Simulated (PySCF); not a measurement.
# Shapes and spin states of VCl3

Level of theory: PySCF, B3LYP, basis V def2-SVP, Cl def2-SVP (no relativity, density fitting).

Relaxations began from a few typed shapes and spin states; open shells are unrestricted. The search is not exhaustive: other isomers or separated fragments can lie lower, and high-lying points may rest on an excited occupation.

```json
{"spin": "triplet", "group": "C2v", "bonds": "V–Cl 2.159 Å, V–Cl 2.170 Å (×2)", "angles": "Cl–V–Cl 114.3°, Cl–V–Cl 122.8° (×2)", "imaginary modes (cm⁻¹)": "none", "ΔE (kJ/mol)": "0.0", "ΔE with ZPE (kJ/mol)": "0.0"}
{"spin": "broken-symmetry Ms = 0 (⟨S²⟩ 0.96)", "group": "C2v", "bonds": "V–Cl 2.150 Å, V–Cl 2.161 Å (×2)", "angles": "Cl–V–Cl 115.7°, Cl–V–Cl 122.2° (×2)", "imaginary modes (cm⁻¹)": "none", "ΔE (kJ/mol)": "35.6", "ΔE with ZPE (kJ/mol)": "35.1"}
{"spin": "singlet (closed shell, unstable to spin polarisation)", "group": "D3h", "bonds": "V–Cl 2.135 Å (×3)", "angles": "Cl–V–Cl 120.0° (×3)", "imaginary modes (cm⁻¹)": "none", "ΔE (kJ/mol)": "85.5", "ΔE with ZPE (kJ/mol)": "86.0"}
```

The lowest minimum found is the triplet C2v: V–Cl 2.159 Å, V–Cl 2.170 Å (×2); Cl–V–Cl 114.3°, Cl–V–Cl 122.8° (×2).

Formally V is in oxidation state +3, d2, with 2 unpaired electrons (the high-spin count). The Mulliken spin on V is 2.16. The polar-tensor charge on V, 1.75, is far below the formal one.

For the lowest minimum: open d and f shells are described by one determinant, and the ground state may have another occupation or spin.

The electron or spin density has lower symmetry than the nuclear frame for the broken-symmetry Ms = 0 (⟨S²⟩ 0.96) C2v at 35.6 kJ/mol.
